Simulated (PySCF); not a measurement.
Input and output of a core-ionisation job on C2H11AlN2.

Level of theory: PySCF, delta-SCF UKS SCAN, pcX-2 on the ionised atom, pcseg-1 elsewhere, spin-free X2C.

Input of the driver that calls PySCF (job settings, then Cartesian coordinates in Å):

```
{"job": {"kind": "xps"}, "charge": 0, "multiplicity": 1}
N     -1.5845    -0.5843     0.6744
C     -1.7124     0.2430    -0.5332
C     -0.3438     0.1201    -1.2070
Al     0.4705    -0.1215     0.6628
N      2.4578     0.3101     0.2496
H     -2.3442    -0.4427     1.3353
H     -1.5925    -1.5640     0.3991
H     -2.5733    -0.0578    -1.1492
H     -1.8707     1.2730    -0.2069
H     -0.1996     0.9557    -1.8995
H     -0.3533    -0.7801    -1.8386
H      0.3512     1.1078     1.6441
H      0.8847    -1.5589     1.1856
H      2.8841    -0.3700    -0.3718
H      2.6209     1.2431    -0.1158
H      2.8973     0.2356     1.1599
```

Output:

```
ground state, core basis on atom 0 (N), 160 functions
  cycle   1  E = -435.03164993  |g| = 6.24e-01
  cycle   2  E = -434.94085126  |g| = 8.61e-01
  cycle   3  E = -435.13714545  |g| = 7.69e-02
  cycle   4  E = -435.13873779  |g| = 2.91e-02
  cycle   5  E = -435.13889041  |g| = 1.28e-02
  cycle   6  E = -435.13892477  |g| = 1.75e-03
  cycle   7  E = -435.13892765  |g| = 8.23e-04
  cycle   8  E = -435.13892693  |g| = 2.70e-04
  E(ground) = -435.17847428 Eh
hole in N 1s of atom 0
  cycle   1  E = -419.54305328  |g| = 1.86e+00
  cycle   2  E = -418.56549334  |g| = 2.23e+00
  cycle   3  E = -420.16030531  |g| = 4.42e-01
  cycle   4  E = -420.22173608  |g| = 1.84e-01
  cycle   5  E = -420.23682713  |g| = 7.25e-02
  cycle   6  E = -420.23930170  |g| = 6.73e-03
  cycle   7  E = -420.23932538  |g| = 3.63e-03
  cycle   8  E = -420.23933233  |g| = 1.60e-03
  cycle   9  E = -420.23933455  |g| = 5.75e-04
  cycle  10  E = -420.23933459  |g| = 1.61e-04
  E(ion) = -420.27824136 Eh   <S^2> = 0.7650   hole on atom = 1.000   binding energy = 405.456 eV
ground state, core basis on atom 1 (C), 160 functions
  cycle   1  E = -435.12838800  |g| = 5.65e-02
  cycle   2  E = -435.12838538  |g| = 1.28e-02
  cycle   3  E = -435.12836410  |g| = 1.55e-02
  cycle   4  E = -435.12842159  |g| = 9.95e-04
  cycle   5  E = -435.12842291  |g| = 2.56e-04
  E(ground) = -435.16908432 Eh
hole in C 1s of atom 1
  cycle   1  E = -423.86860470  |g| = 1.51e+00
  cycle   2  E = -421.17032083  |g| = 2.53e+00
  cycle   3  E = -424.22841534  |g| = 6.19e-01
  cycle   4  E = -424.37985429  |g| = 3.54e-01
  cycle   5  E = -424.42594997  |g| = 1.11e-01
  cycle   6  E = -424.43101809  |g| = 1.48e-02
  cycle   7  E = -424.43113009  |g| = 6.69e-03
  cycle   8  E = -424.43115600  |g| = 3.42e-03
  cycle   9  E = -424.43116408  |g| = 1.50e-03
  cycle  10  E = -424.43116480  |g| = 5.48e-04
  cycle  11  E = -424.43116686  |g| = 1.77e-04
  E(ion) = -424.47107672 Eh   <S^2> = 0.7713   hole on atom = 1.000   binding energy = 291.108 eV
ground state, core basis on atom 2 (C), 160 functions
  cycle   1  E = -435.12745184  |g| = 5.95e-02
  cycle   2  E = -435.12736169  |g| = 2.91e-02
  cycle   3  E = -435.12742746  |g| = 2.40e-02
  cycle   4  E = -435.12756864  |g| = 1.67e-03
  cycle   5  E = -435.12756983  |g| = 3.69e-04
  E(ground) = -435.16870693 Eh
hole in C 1s of atom 2
  cycle   1  E = -423.94662155  |g| = 1.51e+00
  cycle   2  E = -423.29592484  |g| = 1.81e+00
  cycle   3  E = -424.48369305  |g| = 3.15e-01
  cycle   4  E = -424.52066736  |g| = 8.98e-02
  cycle   5  E = -424.52305817  |g| = 4.67e-02
  cycle   6  E = -424.52397383  |g| = 8.56e-03
  cycle   7  E = -424.52400731  |g| = 3.89e-03
  cycle   8  E = -424.52401682  |g| = 1.49e-03
  cycle   9  E = -424.52401836  |g| = 8.30e-04
  cycle  10  E = -424.52401876  |g| = 2.10e-04
  E(ion) = -424.56431268 Eh   <S^2> = 0.7682   hole on atom = 1.000   binding energy = 288.560 eV
ground state, core basis on atom 3 (Al), 171 functions
  cycle   1  E = -435.19730651  |g| = 2.40e-01
  cycle   2  E = -435.19736317  |g| = 4.11e-02
  cycle   3  E = -435.19734377  |g| = 3.20e-02
  cycle   4  E = -435.19752085  |g| = 8.68e-03
  cycle   5  E = -435.19753824  |g| = 5.37e-04
  cycle   6  E = -435.19753761  |g| = 1.44e-04
  E(ground) = -435.20256256 Eh
hole in Al 1s of atom 3
  cycle   1  E = -376.69018648  |g| = 3.98e+00
  cycle   2  E = -377.05746675  |g| = 1.92e+00
  cycle   3  E = -377.57387399  |g| = 4.72e-01
  cycle   4  E = -377.68090371  |g| = 1.94e-01
  cycle   5  E = -377.70251437  |g| = 4.82e-02
  cycle   6  E = -377.70344721  |g| = 2.47e-02
  cycle   7  E = -377.70376326  |g| = 4.61e-03
  cycle   8  E = -377.70376900  |g| = 3.04e-03
  cycle   9  E = -377.70377365  |g| = 5.76e-04
  cycle  10  E = -377.70377355  |g| = 2.26e-04
  E(ion) = -377.71311934 Eh   <S^2> = 0.7521   hole on atom = 1.000   binding energy = 1564.367 eV
hole in Al 2p of atom 3
  cycle   1  E = -432.02901088  |g| = 1.09e+00
  cycle   2  E = -432.04844054  |g| = 8.94e-01
  cycle   3  E = -432.30538982  |g| = 1.46e-01
  cycle   4  E = -432.31641705  |g| = 5.66e-02
  cycle   5  E = -432.31773259  |g| = 2.74e-02
  cycle   6  E = -432.31812703  |g| = 7.32e-03
  cycle   7  E = -432.31815238  |g| = 1.86e-03
  cycle   8  E = -432.31815504  |g| = 5.59e-04
  cycle   9  E = -432.31815511  |g| = 1.56e-04
  E(ion) = -432.33023708 Eh   <S^2> = 0.7512   hole on atom = 1.003   binding energy = 78.160 eV
  2p3/2 = 77.857 eV   2p1/2 = 78.322 eV
ground state, core basis on atom 4 (N), 160 functions
  cycle   1  E = -435.13889982  |g| = 7.30e-02
  cycle   2  E = -435.13891984  |g| = 1.05e-02
  cycle   3  E = -435.13891618  |g| = 1.20e-02
  cycle   4  E = -435.13894841  |g| = 1.95e-03
  cycle   5  E = -435.13894915  |g| = 2.35e-04
  E(ground) = -435.17783265 Eh
hole in N 1s of atom 4
  cycle   1  E = -419.51797097  |g| = 1.85e+00
  cycle   2  E = -415.89699685  |g| = 2.78e+00
  cycle   3  E = -419.88721885  |g| = 7.35e-01
  cycle   4  E = -420.09102692  |g| = 4.59e-01
  cycle   5  E = -420.19022696  |g| = 1.03e-01
  cycle   6  E = -420.19432057  |g| = 3.19e-02
  cycle   7  E = -420.19471891  |g| = 1.37e-02
  cycle   8  E = -420.19481519  |g| = 2.82e-03
  cycle   9  E = -420.19482019  |g| = 1.65e-03
  cycle  10  E = -420.19482189  |g| = 5.63e-04
  cycle  11  E = -420.19482238  |g| = 2.53e-04
  E(ion) = -420.23370463 Eh   <S^2> = 0.7639   hole on atom = 1.000   binding energy = 406.650 eV
```

Atoms in this output count from 0. The cycles run on a coarser grid; E(ground) and E(ion) are re-evaluated on a finer one, so they differ from the last cycles. The 2p3/2 and 2p1/2 values come from a spin–orbit splitting computed afterwards within the 2p shell; their 2:1 mean is the average over the three 2p orbitals, so it can differ from the printed binding energy of the one hole solved. The Al 2p split of this scheme isn't reliable. The run used up to 171 basis functions and 90 SCF iterations in all.

Hardware: one thread, Arm Neoverse V1 (aarch64), no GPU, on a shared host. Cost: 77 s wall, 0.64 GiB resident at most.

Binding energies (atoms from 0): N1s of atom 0 405.46 eV; C1s of atom 1 291.11 eV; C1s of atom 2 288.56 eV; Al1s of atom 3 1564.37 eV; Al2p of atom 3 78.01 eV (mean of the shell); N1s of atom 4 406.65 eV.

One conformer (not necessarily the lowest) at the GFN2-xTB geometry, without solvent, vibrations or thermal averaging.
